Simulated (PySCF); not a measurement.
A calculated (UHF, PySCF 2.14, Sapporo-DKH3-DZP-2012, scalar relativity by spin-free X2C-1e) atom or ion has these occupied shells.

| shell | electrons | orbital energy (eV) | rms radius, mean of both spins (bohr) |
| --- | --- | --- | --- |
| 1s α | 1 | -6606.3 | 0.0703 |
| 1s β | 1 | -6606.2 | 0.0703 |
| 2s α | 1 | -813.26 | 0.302 |
| 2s β | 1 | -809.59 | 0.302 |
| 2p α | 3 | -686.95 | 0.273 |
| 2p β | 3 | -683.42 | 0.273 |
| 3s α | 1 | -119.33 | 0.916 |
| 3s β | 1 | -107.89 | 0.916 |
| 3p α | 3 | -82.622 | 0.988 |
| 3p β | 3 | -69.017 | 0.988 |
| 3d α | 5 | -25.211 | 1.29 |
| 4s α | 1 | -14.971 | 3.08 |

(1) Name the element and its charge.

Answers

(1) Mn⁺ (manganese, charge +1), in [Ar] 3d5 4s1, high-spin 7S determinant.
